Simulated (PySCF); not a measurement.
Species: C₃H₁₀NSi (doublet state).
Z-matrix (Å and degrees, GFN2-xTB geometry), rows numbered from 1:
```
C 
C   1  1.4747
C   2  1.5286  1  112.38
N   2  1.4614  1  107.89  3  -123.98
Si  4  1.7157  2  124.80  1  -147.80
H   1  1.0735  2  120.70  3    19.04
H   1  1.0729  2  119.20  3  -176.04
H   2  1.0988  1  110.15  3   121.70
H   3  1.0872  2  110.10  1  -178.72
H   3  1.0870  2  110.08  1    60.97
H   3  1.0883  2  110.19  1   -58.94
H   4  1.0090  2  111.55  1    56.51
H   5  1.4629  4  106.20  2    50.38
H   5  1.4735  4  114.95  2   -69.22
H   5  1.4604  4  104.63  2   170.43
```

The hyperfine couplings belong to this conformer and change with its torsions.

The species is `[CH2][C@H](C)N[SiH3]` [radical].

The calculation used PySCF 2.14.0, UKS B3LYP, pcH-1 on C H N Si, non-relativistic, mean-field spin-orbit, GIAO. The structure is a single GFN2-xTB conformer in the gas phase; no vibrational or solvent corrections. The geometry wasn't refined by DFT: couplings that depend on bond lengths, twists or pyramidal angles can differ widely from those at the functional's own minimum. The SCF solution wasn't tested for stability.

Question: What is the g tensor, term by term?

Answer: 
```csv
Δg (ppm),1,2,3
relativistic mass correction,-146,-146,-146
gauge correction,3,27,37
orbital Zeeman/spin–orbit,29,343,619
total,-114,224,510
```

So g = 2.00221, 2.00254, 2.00283 and g_iso = 2.00253; the tensor is rhombic: the two nearest values differ by 46 % of g3 − g1. Axes: g3 points within 13° of the C1–C2 bond.

Question: How much does each term add to the isotropic shift?

Answer: The orbital-Zeeman/spin–orbit term 330, the mass correction -146 and the gauge correction 23 ppm, for a total of 207 ppm. The orbital-Zeeman/spin–orbit term is the largest in size. The mass correction is the same along every axis, so the anisotropy comes from the other two: their spans along these axes are 34 (gauge) and 590 ppm (orbital Zeeman/spin–orbit).

Question: What are the electron Larmor frequencies g μB B/h along the three axes at 1200 mT?

Answer: 33.6280, 33.6337, 33.6385 GHz for g1, g2 and g3, a range of 10.5 MHz.

Question: At 9.461 GHz, how far is the centre of the isotropic spectrum from where a free electron (g = 2.002319) resonates?

Answer: B = hν/(g μB) with μB/h = 13.99624 MHz/mT gives 337.59 mT for the free electron and 337.56 mT at g_iso, 0.03 mT lower.

Question: In a frozen sample, at which fields do the three g values resonate at 9.5, 34, 94 and 263 GHz (hyperfine left aside), and which band first spreads them over more than twice a line width of 0.5 mT?

Answer: 
```json
{"band": "X", "GHz": "9.5", "B(g3) mT": "338.90", "B(g2) mT": "338.95", "B(g1) mT": "339.00", "spread mT": "0.11"}
{"band": "Q", "GHz": "34.0", "B(g3) mT": "1212.90", "B(g2) mT": "1213.07", "B(g1) mT": "1213.27", "spread mT": "0.38"}
{"band": "W", "GHz": "94.0", "B(g3) mT": "3353.30", "B(g2) mT": "3353.78", "B(g1) mT": "3354.34", "spread mT": "1.05"}
{"band": "J", "GHz": "263.0", "B(g3) mT": "9382.10", "B(g2) mT": "9383.45", "B(g1) mT": "9385.03", "spread mT": "2.92"}
```

The spread grows in proportion to the frequency. W band is the first where it exceeds 1.0 mT.

Largest spin populations (Mulliken): C1 (+1.07) and C2 (-0.07). No atom but C1 exceeds +0.15. The positive populations add up to 1.16 and the negative ones to -0.16, together 2S = 1. The angles at C1 add up to 358.3°, so it is nearly planar; its axial dipolar tensor and the negative couplings of its protons fit spin in a p orbital normal to that plane.

The HOMO–LUMO gaps are 6.33 eV among the α and 4.66 eV among the β orbitals.
